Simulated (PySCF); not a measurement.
PySCF 2.14 output of an unrestricted MN15 calculation on a single atom or ion in x2c-TZVPall, with the spin-free X2C one-electron Hamiltonian (Gaussian nucleus):

```
SCF conv_tol = 1e-09
number electrons alpha = 14  beta = 11
    H. S. Yu, X. He, S. L. Li, and D. G. Truhlar.,  Chem. Sci. 7, 5032-5051 (2016)
    H. S. Yu, X. He, S. L. Li, and D. G. Truhlar.,  Chem. Sci. 7, 5032-5051 (2016)
cycle= 1 E= -1519.13526879888  delta_E= -0.0219  |g|= 0.0609  |ddm|= 0.195
cycle= 2 E= -1519.13523869324  delta_E= 3.01e-05  |g|= 0.062  |ddm|= 0.0329
cycle= 3 E= -1519.13574350674  delta_E= -0.000505  |g|= 0.00185  |ddm|= 0.0171
cycle= 4 E= -1519.13574401571  delta_E= -5.09e-07  |g|= 7.87e-05  |ddm|= 0.000576
cycle= 5 E= -1519.1357440173  delta_E= -1.59e-09  |g|= 6.33e-06  |ddm|= 3.29e-05
cycle= 6 E= -1519.13574401732  delta_E= -2e-11  |g|= 2.5e-07  |ddm|= 4.27e-06
converged SCF energy = -1519.13574401732  <S^2> = 3.751613  2S+1 = 4.0008064
```

The run itself started from symmetry-adapted Hartree-Fock orbitals and held the occupation by maximum overlap, on a logarithmic radial grid, so the iterations belong to that start.

**Question.** Which element, charge and spin multiplicity is this?

**Answer.** Ni³⁺ (nickel, charge +3), multiplicity 4; the state was [Ar] 3d7, high-spin 4F determinant.
